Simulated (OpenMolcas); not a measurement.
Computed levels of 3d⁵ in ions with 23 electrons, in cm-1 above ⁶S_5/2.

```yaml
Program: OpenMolcas 26.06
Method: RASSCF
Basis: ANO-R2
Scalar_Hamiltonian: X2C, finite nucleus
Spin-orbit_coupling: RASSI with atomic mean-field integrals over the reference wave functions, term energies averaged over their components
```

Active space for each ion: 11 electrons in 8 orbitals (RAS1 3p, at most 2 holes; RAS2 3d).

```csv
Level,Fe3+,Co4+,Cu6+
⁴G_5/2,38252,43338,52677
⁴G_7/2,38285,43392,52814
⁴G_11/2,38294,43408,52853
⁴G_9/2,38304,43424,52895
⁴P_5/2,39141,44541,54532
⁴P_3/2,39192,44629,54758
⁴P_1/2,39237,44708,54965
⁴D_7/2,45247,51341,62653
⁴D_1/2,45303,51442,62928
```

Question: Estimate ⁴G_5/2, ⁴G_7/2 for Ni5+ from its neighbours Co4+ and Cu6+.

Answer: ⁴G_5/2 is another term, which grows about linearly with the charge: (43338 + 52677) / 2 = 48008. The calculation gives 48144, so the estimate is off by -0.3 %.
⁴G_7/2 is another term, which grows about linearly with the charge: (43392 + 52814) / 2 = 48103. The calculation gives 48232, so the estimate is off by -0.3 %.

Without dynamic correlation excited terms often stand tens of per cent too high (terms of higher spin than the ground term too low), and those without a measured partner can miss by more than the paired ones. Active for correlation alone: 3p; no level in the range computed is led by a configuration that opens it, so any true level of that kind is missing. Levels of configurations outside the active space are missing.
